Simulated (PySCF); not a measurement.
ZrSF₂: from structure and modes to constants

Level of theory: PBE0 in PySCF with Zr def2-SVP with ECP28, S def2-SVP, F def2-SVP; scalar-relativistic core potentials, no spin–orbit coupling; density-fitted integrals.

The singlet minimum has Cs symmetry. Masses (u): Zr 89.90470, S 31.97207, F 18.99840.

```xyz
4
charge 0 multiplicity 1, angstrom
Zr    0.0000    0.1926   -0.2391
S     0.0000   -0.1629    1.9388
F     1.6500   -0.3000   -1.0710
F    -1.6500   -0.3000   -1.0710
```

Harmonic wavenumbers (cm⁻¹): 94.8 (a', ×1), 170.6 (a'', ×1), 173.6 (a', ×1), 553.7 (a', ×1), 663.8 (a', ×1), 694.3 (a'', ×1).

(1) Find the principal moments of inertia and the rotational constants. What kind of rotor is it?

(2) Give the standard entropy (298.15 K, 1 bar) by its translational, rotational, vibrational and spin parts, and Cp.

## Answers

(1) About the centre of mass I = 111.02, 176.51, 272.39 u Å². With B = 16.8576/I this gives 0.1518, 0.0955, 0.06189 cm⁻¹. The molecule is an asymmetric top with κ = -0.25.

(2) Sackur–Tetrode with M = 159.87 u gives 172.1; rotation with symmetry number 1 gives 112.9; vibration 40.1; spin R ln 1 = 0.0. The total is 325.2 J/(mol K), and Cp = 4 R + 35.9 = 69.1 J/(mol K).

Other isomers or separated fragments may lie lower.
